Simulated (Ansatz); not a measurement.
One change: `COC(Cl)I` becomes `ClCI`.

Ansatz, PBE0-D4/def2-TZVP geometries, multiplicity 1. Each molecule was computed in one conformer, which needn't be the lowest.

Elements past krypton have def2 core potentials.

```csv
property,`COC(Cl)I`
HOMO energy (PBE0/def2-TZVPP) / eV,-7.51
zero-point energy (PBE0-D4/def2-TZVP) / kJ/mol,159.8
"ideal-gas entropy at 298 K and 1 bar (rigid rotor, harmonic PBE0-D4/def2-TZVP) / J/(mol·K)",352
HOMO–LUMO gap (PBE0/def2-TZVPP) / eV,6.12
HOMO–LUMO gap (ωB97M-V/def2-TZVPP) / eV,10.29
HOMO energy (PBE/def2-TZVPP) / eV,-6.33
```

Question: Give the same properties after the change, and the shifts. (Estimate.)

Answer: The calculation gave: 
| property | `ClCI` | shift |
| --- | --- | --- |
| HOMO energy (PBE0/def2-TZVPP) / eV | -7.64 | -0.13 |
| zero-point energy (PBE0-D4/def2-TZVP) / kJ/mol | 74.5 | -85.3 |
| ideal-gas entropy at 298 K and 1 bar (rigid rotor, harmonic PBE0-D4/def2-TZVP) / J/(mol·K) | 296 | -56 |
| HOMO–LUMO gap (PBE0/def2-TZVPP) / eV | 6.24 | 0.12 |
| HOMO–LUMO gap (ωB97M-V/def2-TZVPP) / eV | 10.41 | 0.12 |
| HOMO energy (PBE/def2-TZVPP) / eV | -6.46 | -0.13 |

The zero-point energy changes by -85.3 kJ/mol with -12 modes.

Spin–orbit coupling is left out; it splits and shifts lone-pair levels of the heavy atoms by tenths of an eV.
